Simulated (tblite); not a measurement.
A geometry optimisation, step by step.

C₄H₃BF₂NO (doublet state).
Bonds: C1–N2, N2–C3, C3–O4 (double), C3–C5, C5–C6 (triple), C6–B7, B7–F8, B7–F9. Hydrogens: H10, H11 on C1; H12 on N2.
Bond orders are those of one Lewis drawing.

Computed with GFN2-xTB (tblite), gas phase: L-BFGS steps from a force-field or distance-geometry start until the largest atomic force falls under 0.01 eV/Å. 8 of its 101 geometries are shown.

Step 0: E = -753.2925 eV, largest atomic force 4.129 eV/Å
```
atom  x, y, z in Å  |  force x, y, z in eV/Å
C1     -3.015    0.137   -0.087    2.032   1.844   3.085
N2     -1.631   -0.066    0.303   -0.453   0.217  -1.093
C3     -0.587    0.183   -0.641   -2.262   1.129  -2.688
O4     -0.833    0.592   -1.823    0.416  -1.180   3.526
C5      0.766   -0.012   -0.270   -0.302  -0.255   0.717
C6      1.926   -0.194    0.018    1.404  -0.238   0.666
B7      3.405   -0.428    0.420    1.564  -0.139  -1.301
F8      4.251    0.724    0.605   -1.776  -3.258  -0.205
F9      3.933   -1.777    0.234   -0.936   3.638   0.826
H10    -3.175    1.190   -0.427    0.251  -1.317  -0.834
H11    -3.664    0.054    0.828    0.510  -0.683  -1.018
H12    -1.374   -0.403    1.274   -0.449   0.241  -1.681
```

Step 14: E = -755.1017 eV, largest atomic force 0.208 eV/Å
```
atom  x, y, z in Å  |  force x, y, z in eV/Å
C1     -2.880    0.383    0.174    0.013  -0.099  -0.070
N2     -1.599    0.006    0.306   -0.064  -0.102   0.078
C3     -0.613    0.225   -0.645   -0.158   0.038  -0.007
O4     -0.861    0.644   -1.762    0.001   0.167  -0.124
C5      0.711   -0.066   -0.194   -0.062   0.025  -0.005
C6      1.892   -0.206    0.040    0.020  -0.022   0.046
B7      3.362   -0.418    0.326   -0.086  -0.011  -0.094
F8      4.180    0.572    0.598    0.076   0.023   0.038
F9      3.906   -1.615    0.293    0.097  -0.062   0.063
H10    -3.139    0.991   -0.671    0.018  -0.065  -0.045
H11    -3.629   -0.007    0.836    0.123   0.104   0.037
H12    -1.330   -0.510    1.133    0.021   0.004   0.082
```

Step 29: E = -755.1447 eV, largest atomic force 0.086 eV/Å
```
atom  x, y, z in Å  |  force x, y, z in eV/Å
C1     -2.875    0.309    0.148   -0.026  -0.066   0.008
N2     -1.591   -0.038    0.285    0.013   0.085  -0.006
C3     -0.618    0.288   -0.651    0.041   0.020  -0.018
O4     -0.874    0.840   -1.708   -0.026  -0.007   0.017
C5      0.704   -0.053   -0.232    0.020   0.005  -0.030
C6      1.878   -0.240    0.015   -0.003   0.005   0.013
B7      3.344   -0.446    0.325    0.035  -0.014  -0.004
F8      4.155    0.562    0.575   -0.009  -0.052  -0.022
F9      3.904   -1.638    0.370   -0.015   0.034   0.037
H10    -3.163    0.798   -0.761    0.002   0.042  -0.047
H11    -3.576    0.107    0.929   -0.021  -0.051   0.055
H12    -1.285   -0.492    1.138   -0.010  -0.003  -0.002
```

Step 43: E = -755.1606 eV, largest atomic force 0.109 eV/Å
```
atom  x, y, z in Å  |  force x, y, z in eV/Å
C1     -2.866    0.238    0.151   -0.036  -0.004  -0.029
N2     -1.553    0.025    0.277    0.003  -0.040   0.031
C3     -0.607    0.410   -0.672   -0.015  -0.001   0.058
O4     -0.921    0.981   -1.702    0.046   0.031  -0.067
C5      0.728    0.068   -0.288   -0.079  -0.070   0.026
C6      1.870   -0.242   -0.016    0.045   0.059   0.011
B7      3.321   -0.499    0.338   -0.049   0.044  -0.011
F8      4.191    0.484    0.435    0.029   0.025  -0.035
F9      3.813   -1.693    0.597   -0.075  -0.039   0.015
H10    -3.227    0.702   -0.748    0.077   0.009   0.013
H11    -3.530   -0.058    0.936    0.001  -0.006   0.019
H12    -1.218   -0.418    1.125    0.054  -0.009  -0.031
```

Step 57: E = -755.1791 eV, largest atomic force 0.737 eV/Å
```
atom  x, y, z in Å  |  force x, y, z in eV/Å
C1     -2.821    0.108    0.158    0.027  -0.019   0.029
N2     -1.495    0.053    0.253   -0.012   0.008  -0.078
C3     -0.605    0.590   -0.688   -0.037  -0.042  -0.075
O4     -0.971    1.222   -1.663   -0.006  -0.062   0.143
C5      0.731    0.242   -0.340    0.019   0.111   0.022
C6      1.865   -0.068   -0.038    0.095   0.044   0.024
B7      3.248   -0.504    0.369    0.549  -0.206  -0.012
F8      4.363    0.155    0.049   -0.590  -0.386   0.213
F9      3.427   -1.632    1.065    0.024   0.538  -0.233
H10    -3.251    0.601   -0.694    0.045  -0.005   0.018
H11    -3.421   -0.367    0.907   -0.039   0.060   0.003
H12    -1.068   -0.400    1.055   -0.075  -0.040  -0.055
```

Step 71: E = -755.2038 eV, largest atomic force 0.054 eV/Å
```
atom  x, y, z in Å  |  force x, y, z in eV/Å
C1     -2.823    0.105    0.152    0.015   0.016  -0.013
N2     -1.500    0.006    0.245    0.005  -0.010  -0.035
C3     -0.606    0.570   -0.676   -0.007   0.039   0.013
O4     -0.984    1.211   -1.640    0.014  -0.019   0.044
C5      0.740    0.273   -0.317   -0.001  -0.028  -0.017
C6      1.891    0.000   -0.043   -0.029  -0.041   0.021
B7      3.260   -0.489    0.358    0.018  -0.016  -0.018
F8      4.391    0.077   -0.007   -0.005   0.027  -0.025
F9      3.398   -1.562    1.121    0.002   0.026   0.029
H10    -3.226    0.636   -0.689    0.004   0.022  -0.008
H11    -3.449   -0.328    0.904   -0.013  -0.017   0.014
H12    -1.093   -0.499    1.025   -0.001   0.001  -0.005
```

Step 86: E = -755.2198 eV, largest atomic force 0.036 eV/Å
```
atom  x, y, z in Å  |  force x, y, z in eV/Å
C1     -2.840    0.141    0.139   -0.010   0.006  -0.018
N2     -1.527   -0.050    0.224    0.007   0.001   0.011
C3     -0.602    0.548   -0.643   -0.010  -0.010   0.002
O4     -0.949    1.282   -1.551    0.001   0.002   0.002
C5      0.730    0.182   -0.307   -0.010  -0.004  -0.008
C6      1.883   -0.104   -0.050   -0.008   0.003   0.030
B7      3.284   -0.480    0.354    0.007   0.001   0.021
F8      4.362    0.016   -0.217    0.023  -0.016  -0.007
F9      3.512   -1.333    1.340    0.015   0.008  -0.022
H10    -3.195    0.783   -0.646   -0.021  -0.015   0.025
H11    -3.498   -0.337    0.836   -0.013   0.013  -0.017
H12    -1.158   -0.649    0.955    0.018   0.011  -0.018
```

Step 100: E = -755.2209 eV, largest atomic force 0.009 eV/Å
```
atom  x, y, z in Å  |  force x, y, z in eV/Å
C1     -2.846    0.143    0.134   -0.004  -0.003   0.005
N2     -1.534   -0.054    0.217    0.002   0.001   0.005
C3     -0.601    0.545   -0.639    0.001  -0.002  -0.003
O4     -0.937    1.286   -1.546   -0.005   0.001   0.006
C5      0.729    0.177   -0.294    0.000  -0.002   0.006
C6      1.880   -0.103   -0.023    0.001   0.002  -0.002
B7      3.290   -0.476    0.359    0.005   0.006  -0.005
F8      4.356   -0.009   -0.257   -0.006  -0.004  -0.002
F9      3.542   -1.304    1.359    0.002  -0.006   0.004
H10    -3.203    0.800   -0.637    0.000   0.001  -0.009
H11    -3.508   -0.339    0.824    0.002  -0.001  -0.008
H12    -1.167   -0.666    0.937    0.003   0.005   0.003
```

**Question.** Summarise the path.

**Answer.** The energy falls by 44.47 kcal/mol from step 0 to step 100; nine tenths of that is first reached at step 7. It rises by more than 0.2 meV at steps 54, 57, 60, 63 and 80. The largest force goes from 4.129 to 0.009 eV/Å. Among the bonds B7–F9 changes most, from 1.461 to 1.323 Å; the atoms move by 0.605 Å rms after alignment.

**Question.** Follow the three bonds and two angles with the largest change from start to end.

**Answer.** 
| step | E above end (kcal/mol) | largest force (eV/Å) | B7–F9 (Å) | B7–F8 (Å) | C1–N2 (Å) | H10–C1–H11 (°) | N2–C1–H11 (°) |
| --- | --- | --- | --- | --- | --- | --- | --- |
| 0 | 44.47 | 4.129 | 1.461 | 1.441 | 1.453 | 103.6 | 108.7 |
| 4 | 7.80 | 0.884 | 1.329 | 1.329 | 1.359 | 114.7 | 119.0 |
| 9 | 3.58 | 0.243 | 1.318 | 1.317 | 1.342 | 123.2 | 117.9 |
| 13 | 2.85 | 0.162 | 1.317 | 1.315 | 1.341 | 122.2 | 119.6 |
| 17 | 2.37 | 0.216 | 1.316 | 1.315 | 1.340 | 120.2 | 121.4 |
| 22 | 1.91 | 0.095 | 1.317 | 1.316 | 1.337 | 123.2 | 120.3 |
| 26 | 1.84 | 0.097 | 1.317 | 1.317 | 1.338 | 122.6 | 120.4 |
| 30 | 1.74 | 0.069 | 1.317 | 1.317 | 1.337 | 121.9 | 120.4 |
| 35 | 1.66 | 0.056 | 1.318 | 1.317 | 1.338 | 122.4 | 119.7 |
| 39 | 1.58 | 0.113 | 1.318 | 1.318 | 1.336 | 122.4 | 119.5 |
| 43 | 1.39 | 0.109 | 1.317 | 1.317 | 1.336 | 121.6 | 119.7 |
| 48 | 1.21 | 0.102 | 1.320 | 1.319 | 1.335 | 122.7 | 120.1 |
| 52 | 1.03 | 0.115 | 1.322 | 1.319 | 1.332 | 122.3 | 120.8 |
| 57 | 0.96 | 0.737 | 1.337 | 1.334 | 1.331 | 122.3 | 119.3 |
| 61 | 0.64 | 0.082 | 1.321 | 1.317 | 1.330 | 122.4 | 119.6 |
| 65 | 0.50 | 0.079 | 1.323 | 1.318 | 1.330 | 122.5 | 119.4 |
| 70 | 0.40 | 0.062 | 1.323 | 1.315 | 1.330 | 122.2 | 120.0 |
| 74 | 0.36 | 0.072 | 1.325 | 1.318 | 1.330 | 121.9 | 120.4 |
| 78 | 0.24 | 0.122 | 1.324 | 1.316 | 1.330 | 122.2 | 119.9 |
| 83 | 0.05 | 0.084 | 1.324 | 1.317 | 1.330 | 122.5 | 120.0 |
| 87 | 0.02 | 0.030 | 1.324 | 1.317 | 1.329 | 122.5 | 120.1 |
| 91 | 0.01 | 0.017 | 1.323 | 1.317 | 1.330 | 122.2 | 120.3 |
| 96 | 0.00 | 0.036 | 1.323 | 1.317 | 1.330 | 122.2 | 120.3 |
| 100 | 0.00 | 0.009 | 1.323 | 1.317 | 1.330 | 122.2 | 120.2 |

The cost below is that of the whole relaxation. Time: 0.58 s wall. Hardware: an Arm Neoverse V1 with one thread, no GPU, shared host.
